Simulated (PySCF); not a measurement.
**Telling isomers of C12H10 apart by NMR**

How the numbers were obtained: couplings computed with B3LYP/pcJ-1 (spin–dipole term left out of most H,H and C,H couplings), PBE0-D3(BJ)/def2-SVP geometry, σ from GIAO-PBE0/pcSseg-1, in PySCF (no solvent model, no relativistic terms, averaged over atoms made equivalent by symmetry, fast rotation or ring inversion, a single conformation).

δ = σ(ref) − σ, references computed at the same level: ¹H (σ = 31.27 ppm) and ¹³C (σ = 184.41 ppm) vs TMS. Multiplet labels drop J under 1 Hz and among equivalent protons, and merge close values. Unscaled 3J(H,H) run several per cent high. Shifts are as computed. Against solution values, carbons near 30 ppm lie about +2 ppm off and those near 130 ppm about +5 ppm. Of 1211 compounds with measured shifts, 218 miss one by over three times the rms of a fit or turn the order of signals round; such compounds aren't used in these exercises.

(1) Tabulate the signals of `C=Cc1ccc2ccccc2c1`, `C=Cc1cccc2ccccc12` and their relative energies.

(2) What is the quickest way to tell C=Cc1ccc2ccccc2c1 from C=Cc1cccc2ccccc12?

Answers

(1) 
```tsv
SMILES	carbon types	δC	δH	E rel. (kcal/mol)
C=Cc1ccc2ccccc2c1	3×C 8×CH 1×CH2	145.1, 138.7, 137.1, 136.8, 134.8, 134.0, 133.6, 133.4, 131.8, 131.6, 125.8, 119.5	8.06 (dd, 1H), 7.91 (m, 1H), 7.89 (d, 1H), 7.88 (m, 1H), 7.61 (m, 1H), 7.61 (m, 1H), 7.59 (d, 1H), 6.86 (dd, 1H), 6.28 (d, 1H), 5.65 (d, 1H)	0.0
C=Cc1cccc2ccccc12	3×C 8×CH 1×CH2	144.3, 141.1, 136.8, 134.4, 134.3, 134.3, 131.4, 131.3, 131.0, 129.6, 129.1, 124.6	8.23 (m, 1H), 7.95 (m, 1H), 7.91 (d, 1H), 7.80 (dd, 1H), 7.75 (ddd, 1H), 7.69 (m, 1H), 7.67 (m, 1H), 7.64 (dd, 1H), 6.07 (dd, 1H), 5.74 (dd, 1H)	2.6
```

Energies are electronic energies at PBE0/pcSseg-1 on these geometries, without zero-point or thermal terms, each for the one conformer computed, which needn't be the lowest.

(2) Both give the same number of carbon signals, with the same numbers of each carbon type, so the positions decide. The first has a terminal =CH2 carbon at 119.5 ppm, the second a terminal =CH2 carbon at 124.6 ppm. Their most deshielded carbons lie at 145.1 and 144.3 ppm.
